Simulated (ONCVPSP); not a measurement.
gallium: one change to an ONCV potential, before and after

ONCVPSP 4.0.1 input, shortened (lines: element, Z, core and valence counts, functional; n l f; lmax; l rc ep ncon nbas qcut; lloc lpopt rc5 dvloc0; l nproj debl; icmod fcfact rcfact), Wu-Cohen, fully relativistic:

```
  Ga 31.00    4    4  -118130      upf
    1    0    2.00
    2    0    2.00
    2    1    6.00
    3    0    2.00
    3    1    6.00
    3    2   10.00
    4    0    2.00
    4    1    1.00
    2
    0    1.60    0.00    4    7    4.30
    1    1.20    0.00    4    7   14.40
    2    0.70    0.00    4    7   13.20
    4    5    0.50    2.00
    0    2    1.40
    1    3    2.50
    2    2    1.00
    1    0.65    0.00
```

Open shells are filled in proportion to 2j + 1.

Change: all radii but the core radius scaled by about 1.31 (s 2.10, p 1.56, d 0.92 bohr); local potential polynomial inside 0.66 bohr (lpopt 5, dvloc0 2 Ha).

Cutoffs: the cutoffs (Ha) at which the residual kinetic energy of the hardest occupied pseudo-wave falls to 1 and 0.1 mHa per electron; they do not see the model core or the augmentation charge, which bear on the density cutoff. Errors are all-electron minus pseudo energies relative to the spin-unpolarised reference configuration.

**Question.** Predict the effect on cutoff, ghosts and configuration errors.

**Answer.** The potential gets softer (354 Ha and 472 Ha → 160 Ha and 213 Ha); both files keep a bound ghost (s); of the 3 tests that both files solve, the error grows in 0 and shrinks in 1 by more than 15 % and 0.3 meV (median size 7.0 → 7.2 meV). A larger radius leaves more room for a smooth pseudo-wave, so fewer plane waves are needed.

```csv
quantity,base,changed
"cutoff, loose",354 Ha,160 Ha
"cutoff, tight",472 Ha,213 Ha
loose cutoff by channel,"s 7.4 Ha, p 57 Ha, d 354 Ha","s 7.0 Ha, p 45 Ha, d 160 Ha"
bound ghosts,s,s
GHOST(+) flags under 300 eV,none,none
tests with a reliable result,3 of 4,3 of 4
"error for 3p6 3d10 4s2 4p0, meV [ΔE 5.68 eV]",+0.6,+0.2
"error for 3p6 3d10 4s1 4p0, meV [ΔE 26.87 eV]",-7.0,-7.4
"error for 3p6 3d10 4s1 4p1, meV [ΔE 13.13 eV]",-7.1,-7.2
"rms error of d²Exc/dni dnj with the model core, mHa",4.74,4.71
```

 A true bound ghost makes a file unfit for plane-wave use even where its test errors are small: the radial tests pick states by their node count and pass the ghost by.
